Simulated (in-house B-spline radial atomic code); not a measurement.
The numbers below are computed, except where a source is named.
Building a PAW s channel for Cu, r_c = 2.07 bohr

Cu, [Ar] 3d10 4s1, non-relativistic PBE, spherical and spin-unpolarised, from a B-spline radial code for spherical atoms (atomic units; all potentials screened as in the neutral atom).

Two all-electron partial waves φ1, φ2 are integrated outwards at E1 = ε(4s) = -0.163112 and E2 = E1 + 1 hartree; φ1 is the bound orbital and φ2 has unit norm inside r_c = 2.0671 bohr. Smooth partners are polynomials, r^1(a0 + a1 r² + a2 r⁴ + a3 r⁶), matched to φ and three derivatives at r_c, with no condition on the norm. The local potential is -4.39688 + (2.57263) r² + (-0.628558) r⁴ + (0.0562663) r⁶ inside 1.6924 bohr and the all-electron one outside.

```tsv
wave	φ(r_c)	φ'(r_c)	a0	a1	a2	a3
1	0.6021552	0.09763548	0.227405	0.079346	-0.02133581	0.001466471
2	0.6767395	-1.461567	1.054886	-0.04823497	-0.04796991	0.004543096
```

Inside r_c the overlaps are <φi φj> = [[0.23906, 0.47308], [0.47308, 1.00000]] and, for the smooth waves, [[0.26925, 0.59569], [0.59569, 1.46910]]. With χj = (Ej − T − V_local) applied to smooth wave j, the program's quadrature gives the matrix B_ij = <smooth i, χj> as [[0.21637, 0.79329], [0.67068, 2.49823]].

Task: Check the match of the first wave, and find the augmentation charges q_ij.

Result: At r_c the four terms are 0.47007, 0.70082, -0.80522, 0.23649, which sum to 0.6022, φ1(r_c) to rounding. q_ij is the all-electron overlap less the smooth one: [[-0.03020, -0.12261], [-0.12261, -0.46910]]. The smooth first wave has a norm of 0.2693 inside r_c against 0.2391, so q11 is negative and must stay small enough for the overlap operator to be positive.

Task: B isn't symmetric. Show that D_ij = B_ij + Ej q_ij is.

Result: Integrating by parts gives B12 − B21 = (E1 − E2) q12: 0.79329 − (0.67068) = 0.12261, and −1 × (-0.12261) = 0.12261. So D12 = 0.79329 + (0.836888)(-0.12261) = 0.69068 and D21 = 0.67068 + (-0.163112)(-0.12261) = 0.69068; D11 = 0.22130, D22 = 2.10565. The projectors, p = (B⁻¹)ᵀ χ, are dual to the smooth waves; det B = 0.0085.

Solving (T + V_local + Σ p D p) ψ = E (1 + Σ p q p) ψ in a sphere of 9 bohr, whose wall lifts the free-atom level a little, gives these levels:

```
all-electron  one projector  two projectors
   -0.162441      -0.162441      -12.856800
    0.096841       0.096122       -0.162441
    0.435604       0.426172        0.096839
    0.927224       0.817894        0.435601
    1.565130       1.089280        0.927224
```

Task: What does the second projector gain?

Result: With one projector the errors are 0.00, -0.72, -9.43, -109.33 millihartree, and the level at 1.0893 is out of step with the all-electron series: an extra state, or one far too low, so the pairing ends there. With two a ghost lies below the reference level, so the set fails. The lowest eigenvalue of the overlap operator is 0.7134 with one and 0.01967 with two projectors. The smooth orbital alone needs a cutoff of 3.7 hartree for 1 millihartree of kinetic energy, against 7.53 for a norm-conserving Troullier-Martins orbital of the same radius, which is no gain while the set fails.
